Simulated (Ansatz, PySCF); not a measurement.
K(Cl) anion (ClK), SMILES [Cl][K] (connectivity only; charge and spin as stated), charge -1, multiplicity 2. Atoms are numbered in the order given.

```xyz
2

K      0.0000     0.0000    -1.3175
Cl     0.0000     0.0000     1.5301
```
Charge -1, spin multiplicity 2.

The structure is a stationary point at r2SCAN-D4/def2-TZVPD. The multiplicity is an assumed one; other spin states were not compared.

Two levels are set side by side: PBE-D3(BJ)/def2-TZVPD (Ansatz, an electronic-structure program) and r2SCAN-D4/def2-TZVPD (Ansatz). Each level has its own optimised geometry; the coordinates shown are those of the second. Frequencies come from the Hessian of PySCF at each geometry. Differences are taken from unrounded values.

```
quantity                            r2SCAN-D4
----------------------------------  ---------
bond K1–Cl2 (Å)                         2.848
highest harmonic wavenumber (cm⁻¹)        210
mean harmonic wavenumber (cm⁻¹)           210
zero-point energy (kcal/mol)             0.30
```

Q: What does PBE-D3(BJ) give, and how far is it from r2SCAN-D4? (Estimate from the structure and the level; the computed values follow.)

A: 
```
quantity                            PBE-D3(BJ)  PBE-D3(BJ) minus r2SCAN-D4
----------------------------------  ----------  --------------------------
bond K1–Cl2 (Å)                          2.856                       0.008
highest harmonic wavenumber (cm⁻¹)         200                         -10
mean harmonic wavenumber (cm⁻¹)            200                         -10
zero-point energy (kcal/mol)              0.29                       -0.01
```
